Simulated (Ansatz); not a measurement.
`[OH][Ga]([OH])[O][SiH3]`. Total charge 0; spin multiplicity 1.

| atom | x (Å) | y (Å) | z (Å) |
| --- | --- | --- | --- |
| O1 | 2.205 | 0.610 | 0.602 |
| Ga2 | 0.558 | 1.190 | 0.325 |
| O3 | 0.189 | 2.904 | 0.526 |
| O4 | -0.751 | 0.085 | -0.153 |
| Si5 | -0.907 | -1.510 | -0.458 |
| H6 | 2.297 | -0.336 | 0.467 |
| H7 | -0.734 | 3.103 | 0.350 |
| H8 | -1.365 | -1.721 | -1.856 |
| H9 | 0.400 | -2.212 | -0.280 |
| H10 | -1.892 | -2.115 | 0.476 |

List the harmonic frequencies (cm⁻¹, unscaled) at PBE0-D4/def2-TZVP in Ansatz. (Estimate.)

Ansatz gave: 54, 58, 67, 169, 193, 202, 318, 361, 505, 697, 723, 740, 751, 853, 884, 951, 958, 992, 1028, 2177, 2225, 2227, 3894, 3898.

Is this a minimum?

Yes, all 24 modes are real.

Give the ideal-gas thermochemistry at 298.15 K and 1 bar (rigid rotor, harmonic oscillator; point group Cs, symmetry number 1).

Zero-point energy 149.1 kJ/mol; H(298) − E = 174.4 kJ/mol; entropy 392.9 J/(mol·K), of which translation 171.4, rotation 116.6, vibration 104.9; G(298) − E = 57.2 kJ/mol. Modes under 100 cm⁻¹ are hindered rotations or soft bends, so the harmonic entropy is rough.

And at 400, 500, 600, 800 and 1000 K?


| T (K) | H − E (kJ/mol) | S (J/mol/K) | G − E (kJ/mol) |
| --- | --- | --- | --- |
| 400 | 188.1 | 432.2 | 15.2 |
| 500 | 203.2 | 465.9 | -29.8 |
| 600 | 219.5 | 495.7 | -77.9 |
| 800 | 254.8 | 546.3 | -182.3 |
| 1000 | 292.6 | 588.5 | -295.9 |

Rotational constants (cm⁻¹)?

0.1858, 0.05009, 0.04001.
